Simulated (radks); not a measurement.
Coulomb parameter of the 5d shell of the gold ion Au2+ in the model configuration [Xe] 4f14 5d8 6s1, as a second difference U = [E(n + 0.25) + E(n - 0.25) - 2 E(n)] / (0.25)^2 with all orbitals relaxed. "Bare": the charge of the atom changes with n. "Screened": the 6s shell takes up the change at fixed total charge, which measures U(5d,5d) + U(6s,6s) - 2 U(5d,6s). All-electron calculation, Dirac Kohn-Sham, BLYP, spin-unpolarised, spherical densities, finite nucleus; open shells are shared between the two j in proportion to 2j + 1; Fermi nuclear charge, rms radius 5.4371 fm. Program: a radial shooting solver on a logarithmic mesh with Libxc functionals.

case	configuration	E - E(n) (eV)
start	[Xe] 4f14 5d8 6s1	0.000
bare +0.25	[Xe] 4f14 5d8.25 6s1	-7.062
bare -0.25	[Xe] 4f14 5d7.75 6s1	7.872
screened +0.25	[Xe] 4f14 5d8.25 6s0.75	-1.381
screened -0.25	[Xe] 4f14 5d7.75 6s1.25	1.469

U(bare) = 12.950 eV, U(screened by 6s) = 1.403 eV.
